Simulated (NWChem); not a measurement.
System: CH₃AlF₂; SMILES [CH3][Al]([F])[F]

Excerpt of the output:

```
             Northwest Computational Chemistry Package (NWChem) 7.3.0
             --------------------------------------------------------

 C1  symmetry detected

                             Geometry "geometry" -> ""
                             -------------------------

 Output coordinates in angstroms (scale by  1.889725989 to convert to a.u.)

  No.       Tag          Charge          X              Y              Z
 ---- ---------------- ---------- -------------- -------------- --------------
    1 Al                  13.0000    -0.00207794     0.06452667     0.00072254
    2 C                    6.0000    -0.05551031    -1.86167857     0.00007087
    3 H                    1.0000     0.42782296    -2.26141300    -0.90621017
    4 H                    1.0000    -1.08540750    -2.24631185     0.03810348
    5 H                    1.0000     0.49805249    -2.26726287     0.86222919
    6 F                    9.0000    -1.37282666     0.99915869    -0.00021820
    7 F                    9.0000     1.43056078     0.90153158    -0.00021966

 Effective nuclear repulsion energy (a.u.)     155.0781516901

                                Z-matrix (autoz)
                                --------

 Units are Angstrom for bonds and degrees for angles

      Type          Name      I     J     K     L     M      Value
      ----------- --------  ----- ----- ----- ----- ----- ----------
    1 Stretch                  1     2                       1.92695
    2 Stretch                  1     6                       1.65906
    3 Stretch                  1     7                       1.65923
    4 Stretch                  2     3                       1.10215
    5 Stretch                  2     4                       1.10004
    6 Stretch                  2     5                       1.10193
    7 Bend                     1     2     3               110.52788
    8 Bend                     1     2     4               112.05338
    9 Bend                     1     2     5               110.71572
   10 Bend                     2     1     6               122.69877
   11 Bend                     2     1     7               121.88412
   12 Bend                     3     2     4               108.19120
   13 Bend                     3     2     5               106.83196
   14 Bend                     4     2     5               108.33546
   15 Bend                     6     1     7               115.41704
   16 Torsion                  3     2     1     6         118.55785
   17 Torsion                  3     2     1     7         -61.34074
   18 Torsion                  4     2     1     6          -2.19672
   19 Torsion                  4     2     1     7         177.90470
   20 Torsion                  5     2     1     6        -123.26637
   21 Torsion                  5     2     1     7          56.83504

                           NWChem Geometry Optimization
                           ----------------------------

 maximum gradient threshold         (gmax) =   0.000450
 rms gradient threshold             (grms) =   0.000300
 maximum cartesian step threshold   (xmax) =   0.001800
 rms cartesian step threshold       (xrms) =   0.001200
 fixed trust radius                (trust) =   0.300000
 source of zmatrix                         =   autoz

          -------------------
          Energy Minimization
          -------------------

 Using diagonal initial Hessian
 Scaling for Hessian diagonals: bonds = 1.00  angles = 0.25  torsions = 0.10

          --------
          Step   0

                                 NWChem DFT Module
                                 -----------------

 Summary of "ao basis" -> "ao basis" (spherical)
 ------------------------------------------------------------------------------
       Tag                 Description            Shells   Functions and Types
 ---------------- ------------------------------  ------  ---------------------
 Al                          3-21g                   7       13   4s3p
 C                           3-21g                   5        9   3s2p
 H                           3-21g                   2        2   2s
 F                           3-21g                   5        9   3s2p

[...]

      ----------------------
      Optimization converged
      ----------------------

  Step       Energy      Delta E   Gmax     Grms     Xrms     Xmax
  ---- ---------------- -------- -------- -------- -------- --------
@    5    -479.56072397 -4.6D-08  0.00003  0.00001  0.00030  0.00077
                                     ok       ok       ok       ok

                                Z-matrix (autoz)
                                --------

 Units are Angstrom for bonds and degrees for angles

      Type          Name      I     J     K     L     M      Value     Gradient
      ----------- --------  ----- ----- ----- ----- ----- ---------- ----------
    1 Stretch                  1     2                       1.94342   -0.00003
    2 Stretch                  1     6                       1.66686   -0.00002
    3 Stretch                  1     7                       1.66682   -0.00001
    4 Stretch                  2     3                       1.09678   -0.00001
    5 Stretch                  2     4                       1.09523   -0.00002
    6 Stretch                  2     5                       1.09662   -0.00001
    7 Bend                     1     2     3               110.78033   -0.00002
    8 Bend                     1     2     4               111.54144    0.00000
    9 Bend                     1     2     5               110.85983   -0.00001
   10 Bend                     2     1     6               124.50105    0.00002
   11 Bend                     2     1     7               123.62051   -0.00001
   12 Bend                     3     2     4               108.06536    0.00001
   13 Bend                     3     2     5               107.29693    0.00001
   14 Bend                     4     2     5               108.13837    0.00001
   15 Bend                     6     1     7               111.87837   -0.00001
   16 Torsion                  3     2     1     6         118.16895    0.00000
   17 Torsion                  3     2     1     7         -61.72539    0.00000
   18 Torsion                  4     2     1     6          -2.25405   -0.00000
   19 Torsion                  4     2     1     7         177.85161    0.00000
   20 Torsion                  5     2     1     6        -122.82390   -0.00001
   21 Torsion                  5     2     1     7          57.28176   -0.00000

                         Geometry "geometry" -> "geometry"
                         ---------------------------------

 Output coordinates in angstroms (scale by  1.889725989 to convert to a.u.)

[...]

 Rotational Constants
 --------------------
 A=   0.222962 cm-1  (  0.320786 K)
 B=   0.175212 cm-1  (  0.252085 K)
 C=   0.099941 cm-1  (  0.143790 K)

 Temperature                      =   298.15K
 frequency scaling parameter      =   1.0000

 Zero-Point correction to Energy  =   26.407 kcal/mol  (  0.042083 au)
 Thermal correction to Energy     =   29.960 kcal/mol  (  0.047744 au)
 Thermal correction to Enthalpy   =   30.552 kcal/mol  (  0.048688 au)

 Total Entropy                    =   79.180 cal/mol-K
   - Translational                =   39.035 cal/mol-K (mol. weight =  80.0018)
   - Rotational                   =   25.516 cal/mol-K (symmetry #  =        1)
   - Vibrational                  =   14.629 cal/mol-K

 Cv (constant volume heat capacity) =   16.817 cal/mol-K
   - Translational                  =    2.979 cal/mol-K
   - Rotational                     =    2.979 cal/mol-K
   - Vibrational                    =   10.858 cal/mol-K

[normal modes left out]

 ----------------------------------------------------------------------------
 Normal Eigenvalue ||           Projected Infra Red Intensities
  Mode   [cm**-1]  || [atomic units] [(debye/angs)**2] [(KM/mol)] [arbitrary]
 ------ ---------- || -------------- ----------------- ---------- -----------
    1       -0.000 ||    0.001200           0.028         1.169       0.563
    2       -0.000 ||    0.000015           0.000         0.015       0.007
    3        0.000 ||    0.000912           0.021         0.889       0.428
    4        0.000 ||    0.000705           0.016         0.688       0.331
    5        0.000 ||    0.001072           0.025         1.045       0.503
    6        0.000 ||    0.000521           0.012         0.507       0.244
    7        9.056 ||    0.000008           0.000         0.008       0.004
    8      224.894 ||    0.005475           0.126         5.337       2.568
    9      238.388 ||    0.048154           1.111        46.943      22.584
   10      283.587 ||    0.037394           0.863        36.454      17.538
   11      615.755 ||    0.001489           0.034         1.452       0.699
   12      769.827 ||    0.082276           1.898        80.207      38.587
   13      781.883 ||    0.028398           0.655        27.684      13.318
   14      880.612 ||    0.081445           1.879        79.396      38.197
   15      964.615 ||    0.102494           2.365        99.916      48.069
   16     1343.043 ||    0.032821           0.757        31.996      15.393
   17     1535.777 ||    0.006428           0.148         6.266       3.014
   18     1537.154 ||    0.007144           0.165         6.965       3.351
   19     3049.151 ||    0.001410           0.033         1.374       0.661
   20     3116.054 ||    0.003747           0.086         3.652       1.757
   21     3131.239 ||    0.004662           0.108         4.545       2.186
 ----------------------------------------------------------------------------
```

Level: B3LYP/3-21G. B3LYP is NWChem's, with the RPA form of VWN correlation.

Task: Which NWChem input produces such a log?

Result: Several could match; the one computed here: the input that was run:
```
start job
memory heap 200 mb stack 900 mb global 1100 mb
geometry units angstroms
  Al    -0.005026     0.047336     0.000602
  C     -0.008517    -1.879607     0.001362
  H      0.485055    -2.267344    -0.904613
  H     -1.028101    -2.290776     0.039650
  H      0.555333    -2.270076     0.863832
  F     -1.399538     0.946126    -0.001060
  F      1.405438     0.921190    -0.000917
end
basis spherical
  * library 3-21g
end
dft
  xc b3lyp
  iterations 150
end
driver
  maxiter 120
end
task dft optimize
task dft freq
```
